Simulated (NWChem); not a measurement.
Everything below was run with NWChem. System: GeS, charge 0, spin multiplicity 1, at a geometry optimised with PBE/def2-SVP. The structure started from a generated list of species. Level: RHF/def2-TZVP.

Job file:

```
start mol
memory heap 200 mb stack 900 mb global 1100 mb
geometry units angstroms nocenter noautoz
  Ge     0.000000     0.000000     0.681111
  S      0.000000     0.000000    -1.362222
  symmetry group C2v
end
basis spherical
  * library def2-tzvp
end
scf
  rhf
  nopen 0
  maxiter 100
  thresh 1e-7
  semidirect memsize 60000000 filesize 0
end
task scf energy
```

Part of the output:

```
             Northwest Computational Chemistry Package (NWChem) 7.3.0
             --------------------------------------------------------

                                NWChem Input Module
                                -------------------

 Scaling coordinates for geometry "geometry" by  1.889725989
 (inverse scale =  0.529177249)

 Turning off AUTOSYM since
 SYMMETRY directive was detected!

                             Geometry "geometry" -> ""
                             -------------------------

 Output coordinates in angstroms (scale by  1.889725989 to convert to a.u.)

  No.       Tag          Charge          X              Y              Z
 ---- ---------------- ---------- -------------- -------------- --------------
    1 Ge                  32.0000     0.00000000     0.00000000     0.68111100
    2 S                   16.0000     0.00000000     0.00000000    -1.36222200

 Effective nuclear repulsion energy (a.u.)     132.5964742349

            Nuclear Dipole moment (a.u.)
            ----------------------------
        X                 Y               Z
 ---------------- ---------------- ----------------
     0.0000000000     0.0000000000     0.0000000000

      Symmetry information
      --------------------

 Group name             C2v
 Group number             16
 Group order               4
 No. of unique centers     2

      Symmetry unique atoms

     1    2


 Summary of "ao basis" -> "" (spherical)
 ------------------------------------------------------------------------------
       Tag                 Description            Shells   Functions and Types
 ---------------- ------------------------------  ------  ---------------------
 *                         def2-tzvp                  on all atoms

 Summary of "ao basis" -> "ao basis" (spherical)
 ------------------------------------------------------------------------------
       Tag                 Description            Shells   Functions and Types
 ---------------- ------------------------------  ------  ---------------------
 Ge                        def2-tzvp                16       48   6s5p4d1f
[...]
   Bfn.  Coefficient  Atom+Function         Bfn.  Coefficient  Atom+Function
  ----- ------------  ---------------      ----- ------------  ---------------
    63      0.450577  2 S  px                66      0.315425  2 S  px
    60      0.198551  2 S  px                16      0.190735  1 Ge px
    19      0.178261  1 Ge px                54     -0.161638  2 S  px

 Vector   24  Occ=2.000000D+00  E=-3.713883D-01  Symmetry=b2
              MO Center=  1.7D-30,  4.0D-15, -9.6D-01, r^2= 2.0D+00
   Bfn.  Coefficient  Atom+Function         Bfn.  Coefficient  Atom+Function
  ----- ------------  ---------------      ----- ------------  ---------------
    64      0.450577  2 S  py                67      0.315425  2 S  py
    61      0.198551  2 S  py                17      0.190735  1 Ge py
    20      0.178261  1 Ge py                55     -0.161638  2 S  py

 Vector   25  Occ=0.000000D+00  E= 1.913425D-02  Symmetry=b1
              MO Center=  3.3D-15,  1.7D-28,  4.6D-01, r^2= 3.8D+00
   Bfn.  Coefficient  Atom+Function         Bfn.  Coefficient  Atom+Function
  ----- ------------  ---------------      ----- ------------  ---------------
    19      0.784054  1 Ge px                66     -0.377270  2 S  px
    16      0.327764  1 Ge px                63     -0.202177  2 S  px
    10     -0.161918  1 Ge px

 Vector   26  Occ=0.000000D+00  E= 1.913425D-02  Symmetry=b2
              MO Center=  9.1D-31,  1.3D-14,  4.6D-01, r^2= 3.8D+00
   Bfn.  Coefficient  Atom+Function         Bfn.  Coefficient  Atom+Function
  ----- ------------  ---------------      ----- ------------  ---------------
    20      0.784054  1 Ge py                67     -0.377270  2 S  py
    17      0.327764  1 Ge py                64     -0.202177  2 S  py
    11     -0.161918  1 Ge py

 Vector   27  Occ=0.000000D+00  E= 1.537122D-01  Symmetry=a1
              MO Center= -2.4D-16, -1.7D-16,  2.5D-01, r^2= 6.4D+00
   Bfn.  Coefficient  Atom+Function         Bfn.  Coefficient  Atom+Function
  ----- ------------  ---------------      ----- ------------  ---------------
    21      1.748466  1 Ge pz                53      1.734610  2 S  s
     6     -1.569090  1 Ge s                 68      1.142207  2 S  pz
    65      0.265231  2 S  pz                18      0.172985  1 Ge pz

 center of mass
 --------------
 x =   0.00000000 y =   0.00000000 z =   0.12127703

 moments of inertia (a.u.)
 ------------------
         332.773408499771           0.000000000000           0.000000000000
           0.000000000000         332.773408499771           0.000000000000
           0.000000000000           0.000000000000           0.000000000000

  Mulliken analysis of the total density
  --------------------------------------

    Atom       Charge   Shell Charges
 -----------   ------   -------------------------------------------------------
    1 Ge  32    31.57   2.00  2.00  1.17  0.78  1.02  0.88  5.98  4.41  1.58  0.91  0.68  8.92  1.09  0.03  0.11  0.02
    2 S   16    16.43   2.01  0.49  1.48  1.06  0.82  4.18  1.69  0.86  2.35  1.44  0.01  0.04  0.00

       Multipole analysis of the density wrt the origin
       ------------------------------------------------

     L   x y z        total         open         nuclear
     -   - - -        -----         ----         -------
     0   0 0 0     -0.000000      0.000000     48.000000

     1   1 0 0     -0.000000      0.000000      0.000000
     1   0 1 0     -0.000000      0.000000      0.000000
     1   0 0 1      1.175082      0.000000      0.000000

     2   2 0 0    -22.094655      0.000000      0.000000
     2   1 1 0      0.000000      0.000000      0.000000
     2   1 0 1      0.000000      0.000000      0.000000
     2   0 2 0    -22.094655      0.000000      0.000000
     2   0 1 1      0.000000      0.000000      0.000000
     2   0 0 2    -24.598605      0.000000    159.039387

 Task  times  cpu:        1.3s     wall:        1.3s

 Total times  cpu:        1.3s     wall:        1.3s
```
